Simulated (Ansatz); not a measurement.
Sc₃N₃, relaxed as a singlet with RKS PBE-D4/def2-SVP in Ansatz, starting from the GFN2-xTB geometry. Force threshold 0.02 eV/Å.

The structure comes from a short search, and lower isomers may exist.

Start:

Cartesian coordinates in Å:
```
Sc -2.143 0.762 -0.214
Sc -0.167 -1.194 -1.349
Sc 1.776 -0.180 0.703
N -2.057 -0.579 -1.743
N 2.949 0.551 1.970
N -0.357 0.639 0.633
```

Task: Estimate the energy that the relaxation releases and the steps that it takes.

Result: 137.9 kcal/mol, in 20 steps; 43 s on 4 threads of Arm Neoverse V2 on a shared host. No frequencies were taken in this run, so the end may be a saddle point.

Task: Does the start keep its bonding?

Result: Bonds formed: Sc1–N5 (atoms count from 1). Metal–metal contacts that move far: Sc1–Sc3 4.13 to 2.83 Å. The end is the same structure that another start reached, the lowest one found.

Task: Predict the relaxed structure.

Result: 
```
atom   x (Å)   y (Å)   z (Å)
 Sc1  -0.763   0.790   0.550
 Sc2  -0.757  -1.186  -1.477
 Sc3   1.846  -0.272   0.824
  N4  -1.541   0.424  -1.227
  N5   1.059   1.337   1.073
  N6   0.156  -1.092   0.257
```
Bond lengths (bridged metal pairs left out): 7 × N–Sc 1.81 to 2.12 Å.
